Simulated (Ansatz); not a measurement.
A structure relaxed at PBE-D4/def2-SVP in Ansatz, charge 0, singlet:

```tsv
atom	x (Å)	y (Å)	z (Å)
In1	-3.9726	1.7677	2.4702
In2	-3.4826	-2.0417	0.7173
In3	-5.8409	0.1031	0.5084
In4	-2.7200	0.8887	-0.3364
In5	-4.6172	-0.9996	-2.1874
In6	-2.3438	-0.6945	3.1050
In7	-0.8664	2.0432	1.8142
In8	-0.4882	-1.2500	0.7885
In9	-0.0271	1.3953	-1.4604
In10	-1.5630	-1.2933	-2.4530
In11	0.6599	-0.3130	3.6471
In12	1.8436	0.8171	0.9848
In13	1.4116	-1.7529	-1.3530
In14	2.8686	1.4608	-1.8408
In15	0.8956	-0.4286	-4.0985
In16	2.5109	2.1853	4.0437
In17	4.0002	-0.3451	3.1568
In18	4.0048	-1.2002	0.2562
In19	4.0357	-1.3319	-2.8252
In20	3.6909	0.9894	-4.9374
```

Give its formula.

In₂₀.

Summarise the bond lengths by kind (pairs closer than 1.2 times the sum of covalent radii, bridged metal pairs left out).

47 × In–In 2.91 to 3.38 Å.

In the def2 sets In takes a core potential; there is no spin–orbit coupling. Single mean-field runs in def2-SVP are fitted with def2-universal-jkfit. The restricted singlet is unstable towards broken spin symmetry in Hartree–Fock (as tested in another run); at PBE-D4/def2-SVP this wasn't settled.
